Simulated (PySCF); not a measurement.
[PtCl6]2- (charge -2 and singlet state).
Geometry (PBE0-D3(BJ)/def2-SVP, Å), atoms numbered from 1 in this order:
```
atom  x, y, z in Å
Pt1    0.013   -0.015   -0.009
Cl2   -0.004   -0.029    2.350
Cl3    0.026   -0.002   -2.369
Cl4    2.373    0.013    0.003
Cl5   -2.347   -0.040   -0.026
Cl6   -0.002    2.346   -0.001
Cl7    0.033   -2.375   -0.017
```

Theory: PySCF 2.14.0, PBE0-D3(BJ)/def2-SVP geometry optimisation, gas phase, def2 core potentials past Kr.

(1) Which atoms are bound to Pt1, and at what distances?

(2) List the angles at Pt1.

(3) What is the shape at Pt1?

(4) What are the rotational constants (commonest isotopes, rigid rotor)?

## Answers

(1) 6 atoms: Cl3 2.360 Å, Cl2 2.360 Å, Cl6 2.360 Å, Cl4 2.360 Å, Cl5 2.360 Å, Cl7 2.361 Å.

(2) 
| angle | degrees | distance of the outer atoms (Å) |
| --- | --- | --- |
| Cl2–Pt1–Cl3 | 179.9 | 4.72 |
| Cl4–Pt1–Cl5 | 179.9 | 4.72 |
| Cl6–Pt1–Cl7 | 179.9 | 4.72 |
| Cl5–Pt1–Cl6 | 90.3 | 3.35 |
| Cl4–Pt1–Cl7 | 90.2 | 3.34 |
| Cl3–Pt1–Cl7 | 90.1 | 3.34 |
| Cl2–Pt1–Cl6 | 90.1 | 3.34 |
| Cl2–Pt1–Cl4 | 90.1 | 3.34 |
| Cl2–Pt1–Cl5 | 90.0 | 3.34 |
| Cl3–Pt1–Cl4 | 90.0 | 3.34 |
| Cl3–Pt1–Cl5 | 89.9 | 3.34 |
| Cl3–Pt1–Cl6 | 89.9 | 3.33 |
| Cl5–Pt1–Cl7 | 89.9 | 3.33 |
| Cl2–Pt1–Cl7 | 89.8 | 3.33 |
| Cl4–Pt1–Cl6 | 89.7 | 3.33 |

(3) Octahedral: the three widest angles are 179.9°, 179.9° and 179.9°, the others run from 89.7° to 90.3°.

(4) A = 650.1, B = 648.4, C = 647.1 MHz: a spherical top.

Point group: Oh (every atom within 0.08 Å of its image). Charge -2, singlet. Whether so highly charged an anion holds all its electrons in the gas phase wasn't checked; a finite basis holds them in any case. The ion is multiply charged and computed without counter-ions or solvent. The geometry's basis has no diffuse functions, a weakness for an anion. No frequency check.

Time: 58 s wall; peak memory 0.62 GiB. Hardware: Intel Xeon 6975P-C, one thread, on a shared host. That covers the optimisation of the geometry.
